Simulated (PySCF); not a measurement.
Harmonic spectrum computed at PBE0 in the def2-TZVP basis family (core potentials from Rb on, PySCF, no spin–orbit coupling):

| ω (cm⁻¹) | IR (km/mol, summed over degenerate members) | degeneracy |
| --- | --- | --- |
| 747 | 54.5 | 1 |
| 927 | 118 | 2 |
| 2203 | 4.5 | 1 |
| 2242 | 205 | 2 |

Problem. Which molecule gave it? In each, all ligands are bound to the one heavy central atom.
A. SH₃ (doublet)
B. PH₃ (singlet)
C. AlH₃ (singlet)
D. AsH₃ (singlet)
E. SiH₃ (doublet)

Solution. E. It has C3v symmetry with Si–H 1.486 Å (×3).
